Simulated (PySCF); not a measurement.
**How methods differ on the excitation energy of O²⁺**

O²⁺ [He] 2s2 2p2 (3P) → O²⁺ [He] 2s1 2p2 3d1 (high-spin determinant), as a difference of total energies. All numbers are calculated (PySCF 2.14, scalar relativity by spin-free X2C-1e, in x2c-QZVPPall with one added diffuse shell each of s, p, d, f type (8s5p4d3f1g, 73 functions)). Correlated levels: valence and next inner shell: nothing frozen. The calculations carry no spin-orbit coupling.

| method | excitation energy (cm⁻¹) |
| --- | --- |
| UHF | 380210 |
| MP2 (valence and next inner shell) | 393710 |
| SCS-MP2 (valence and next inner shell) | 397540 |
| CCSD (valence and next inner shell) | 396210 |
| CCSD(T) (valence and next inner shell) | 396100 |

A first-order spin-orbit estimate (lowest level to lowest level, LS coupling) adds 0.006 eV.

The promoted electron is Rydberg-like, and one or two diffuse shells describe it only roughly, which tends to raise the upper state.

The coupled-cluster amplitudes are large for the upper state (T1 above 0.03 or a double amplitude above 0.15), so a single reference is strained.

The determinant of the upper state mixes LS terms, which raises its energy above the lowest term, most at the Hartree-Fock and MP2 levels.
